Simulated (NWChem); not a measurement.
# ScF$_{3}$; SMILES [F][Sc]([F])[F]

B3LYP is NWChem's, with the RPA form of VWN correlation.

Q: Give the equilibrium geometry at B3LYP/6-31G* (spherical d) (NWChem) as an XYZ file, with the point group.

A: point group D3h; any orientation.
```
4

Sc     0.0000     0.0000     0.0000
F     -1.2894    -1.2894     0.0000
F     -0.4720     1.7614     0.0000
F      1.7614    -0.4720     0.0000
```
